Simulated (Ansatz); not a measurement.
The cluster HfSe2⁺, relaxed as a doublet with UKS PBE0-D4/def2-TZVP in Ansatz, starting from the GFN2-xTB geometry. Force threshold 0.02 eV/Å.

In the def2 sets Hf takes a core potential; there is no spin–orbit coupling. The relaxation made no stability test and no search for a lower SCF solution. No other spin state of charge 1 was run. Another isomer (doublet) lies 0.06 eV lower at PBE0-D4/def2-TZVP; other spin states weren't run for this one.

Start:

```xyz
3

Hf   -0.524    1.751   -0.514
Se   -0.204   -0.703    1.319
Se    0.728   -1.048   -0.805
```

| step | energy (eV) | largest force component (eV/Å) | SCF passes |
| --- | --- | --- | --- |
| 1 | -131981.4497 | 2.478 | 66 |
| 2 | -131982.6089 | 2.424 | 42 |
| 3 | -131983.5438 | 1.436 | 43 |
| 4 (rejected) | -131983.4276 | 3.221 | 41 |
| 5 | -131983.7728 | 0.432 | 36 |
| 6 | -131983.7835 | 0.126 | 33 |
| 7 | -131983.7847 | 0.052 | 34 |
| 8 | -131983.7851 | 0.002 | 33 |

Force components are those of the run's own axes.

End:

```xyz
3

Hf   -0.388    1.297   -0.381
Se   -0.283   -0.472    1.279
Se    0.671   -0.825   -0.898
```

By distances, no bond broke or formed. The bond that changes most is Hf1–Se3, from 3.08 to 2.43 Å (atoms count from 1).

No frequencies were taken in this run, so the end may be a saddle point.

Run time 35 s (4 threads of Arm Neoverse V2 on a shared host).
